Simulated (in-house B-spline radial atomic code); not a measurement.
Atomic self-consistent-field run: the manganese ion Mn³⁺ (with a hole in an inner shell). Method: Dirac-Kohn-Sham LDA VWN5, spherical fractional occupations, Fermi nucleus of rms radius 3.7057 fm. Calculated with an all-electron radial atomic-structure program (B-spline basis).

In the input, a minus or plus after the letter marks the j = l - 1/2 or j = l + 1/2 subshell.

Command:
```bash
python run_scf.py task.json out
```
Settings (nuclear radius in fm, mass in u):
```
Z                25
configuration    1s1 2s2 2p6 3s2 3p-2 3p+3 3d5 4s1
hamiltonian      dirac
method           lda,vwn
spin_polarised   False
nucleus          fermi
rms_radius       3.7057
atomic_mass      54.93804
speed_of_light   137.035999084
```

Output (hartree, bohr):
```
 radial grid: 70 intervals, B-splines of order 8, outer radius 28.1081 bohr

 iter        energy (Eh)    residual
    1        -889.463326    8.72e-01
    2        -902.097943    7.10e-01
    3        -910.281992    1.57e-01
    4        -910.898099    2.39e-02
    5        -910.909118    2.01e-02
    6        -910.918724    1.67e-03
    7        -910.918763    3.73e-04
    8        -910.918766    1.35e-06
    9        -910.918766    2.22e-07

 total energy                      -910.91877
 kinetic                             921.1102
 electron-nucleus                  -2199.5939
 Hartree                             409.4222
 exchange-correlation                -41.8572

 first-order corrections (not in the total)
   Gaunt                             0.2303
   retardation                      -0.0235
   frequency dependence             -0.0005
   self-energy                       0.1694
   Uehling                          -0.0139
   Wichmann-Kroll                    0.0001
   recoil                            0.0074

 orbital      occ     eigenvalue          <r>       <r^2>       <1/r>     <1/r^3>       <r^4>       r_max    small
 1s1/2      1.000      -247.8350    0.0602631  0.00487532     25.1361           -   6.078e-05     0.03961  8.20e-03
 2s1/2      2.000       -31.1231      0.27158   0.0871145     5.48714           -   0.0132184       0.227  1.56e-03
 2p1/2      2.000       -27.7262     0.234496   0.0676325     5.49361           -  0.00930998      0.1789  1.57e-03
 2p3/2      4.000       -27.2871     0.237424   0.0692008     5.39972     458.534  0.00970504      0.1813  1.55e-03
 3s1/2      2.000        -5.0306      0.80777    0.751031     1.76047           -    0.899673      0.7057  3.54e-04
 3p1/2      2.000        -3.9223     0.827248    0.802256     1.66539           -     1.09516      0.7011  3.25e-04
 3p3/2      3.000        -3.8643     0.835283    0.817716     1.64422     61.1168     1.13725      0.7078  3.21e-04
 3d3/2      2.000        -1.9187     0.926053     1.06592     1.38184      6.4206     2.44902      0.6698  2.37e-04
 3d5/2      3.000        -1.9113     0.929077     1.07272     1.37683     6.31757     2.47913      0.6719  2.35e-04
 4s1/2      1.000        -1.2534      2.19008     5.40274    0.608809           -     43.0687       1.972  6.90e-05
```

Cost of the run: 0.82 s on 1 thread of Arm Neoverse V2, with other jobs on the host.

For the Dirac Hamiltonian the kinetic term is c α·p + (β - 1)c².
